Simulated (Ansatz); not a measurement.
A nudged elastic band was laid between two geometries of GeH4O3 + H2 (10 atoms, charge 0, multiplicity 1).

Method: RKS B3LYP/def2-SVP (Ansatz).

* movable images: 5
* climbing image: yes
* spring: 5.0 eV/Å²
* optimiser: quadratic models (default)
* start path: through a guess of the saddle point
* force threshold: 0.05 eV/Å
* iteration limit: 60
* end points: relaxed

Image 0:

```xyz
10
Properties=species:S:1:pos:R:3
Ge -0.450 -0.470 -0.085
O -0.237 -0.126 1.646
H -0.834 0.580 1.934
O 1.081 -0.213 -0.939
H 1.571 0.548 -0.595
O -1.681 0.727 -0.560
H -1.813 0.793 -1.515
H -0.847 -1.921 -0.358
H 2.462 1.654 1.985
H 1.861 1.186 1.961
```

Image 6:

```xyz
10
Properties=species:S:1:pos:R:3
Ge -0.694 0.793 -0.204
O 1.650 -0.509 2.003
H 1.071 -1.030 2.576
O 0.837 0.007 -0.637
H 1.290 -0.293 0.173
O -1.518 1.125 -1.748
H -1.395 0.401 -2.377
H -1.550 -0.152 0.683
H -0.512 2.177 0.455
H 1.934 0.238 2.549
```

(1) Which bonds break or form, and what moves?

(2) What energy profile does the band end with?

(3) What is the geometry of the highest image?

Answers

(1) Bonds broken: Ge1–O2, H9–H10. Bonds formed: Ge1–H9, O2–H10. GeH4O3 + H2 becomes GeH4O2 + H2O.

(2) It converged. The highest image is number 3 of 0 to 6, 2.12 eV above the first end and 2.03 eV above the last; the last end lies 0.09 eV above the first. Neighbouring images differ by up to 1.9 eV, so the band resolves the path poorly. A vibrational analysis at the climbing image gives one clearly imaginary mode, 1349i cm⁻¹: a first-order saddle point. The orbitals stay closed-shell, which can raise the energy where a bond breaks towards radicals; this wasn't checked here.

```json
{"image": "0", "path coordinate (Å)": "0.00", "energy (eV)": "0.00", "Ge1–O2 (Å)": "1.78", "H9–H10 (Å)": "0.76", "Ge1–H9 (Å)": "4.16"}
{"image": "1", "path coordinate (Å)": "1.79", "energy (eV)": "0.03", "Ge1–O2 (Å)": "1.78", "H9–H10 (Å)": "0.76", "Ge1–H9 (Å)": "4.12"}
{"image": "2", "path coordinate (Å)": "3.59", "energy (eV)": "0.23", "Ge1–O2 (Å)": "1.78", "H9–H10 (Å)": "0.76", "Ge1–H9 (Å)": "3.22"}
{"image": "3", "path coordinate (Å)": "5.38", "energy (eV)": "2.12", "Ge1–O2 (Å)": "2.04", "H9–H10 (Å)": "0.97", "Ge1–H9 (Å)": "1.86"}
{"image": "4", "path coordinate (Å)": "6.59", "energy (eV)": "0.35", "Ge1–O2 (Å)": "2.71", "H9–H10 (Å)": "1.82", "Ge1–H9 (Å)": "1.55"}
{"image": "5", "path coordinate (Å)": "7.80", "energy (eV)": "0.12", "Ge1–O2 (Å)": "3.03", "H9–H10 (Å)": "2.71", "Ge1–H9 (Å)": "1.54"}
{"image": "6", "path coordinate (Å)": "9.01", "energy (eV)": "0.09", "Ge1–O2 (Å)": "3.47", "H9–H10 (Å)": "3.76", "Ge1–H9 (Å)": "1.54"}
```

(3) 
```xyz
10
Properties=species:S:1:pos:R:3
Ge -0.101 0.207 0.009
O 0.617 -0.219 1.866
H 0.013 -0.634 2.502
O 1.380 -0.295 -0.815
H 1.965 -0.744 -0.187
O -0.846 1.453 -1.044
H -1.542 1.057 -1.587
H -1.223 -0.856 0.118
H 0.336 1.736 0.973
H 0.514 1.051 1.639
```

The run took 6 min on 2 threads of Arm Neoverse V1, with other jobs on the host, peak memory 0.25 GiB.
